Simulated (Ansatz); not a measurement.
SnMeH3 (CH6Sn). Charge 0, multiplicity 1. Geometry relaxed at PBE-D4/def2-TZVP.

Cartesian coordinates in Å:
```
Sn -0.8024 -0.5823 0.1018
C 0.9358 0.6791 -0.1187
H 0.7502 1.6524 0.3513
H 1.1529 0.8290 -1.1832
H 1.8008 0.2063 0.3620
H -0.5288 -2.1051 -0.6547
H -2.1717 0.1636 -0.6295
H -1.1368 -0.8430 1.7711
```

In the def2 sets Sn takes a core potential; there is no spin–orbit coupling.

Task: Estimate the harmonic wavenumbers at RKS PBE-D4/def2-TZVP (Ansatz, unscaled). Is this a minimum?

Result: 106, 390, 390, 511, 666, 697, 697, 772, 772, 1181, 1412, 1412, 1860, 1869, 1869, 2994, 3088, 3088 cm⁻¹. Yes, no mode is imaginary beyond noise. Zero-point energy 142.2 kJ/mol. Hardware: 2 threads of AMD EPYC 7R13 on a shared host. Wall time 38 s.
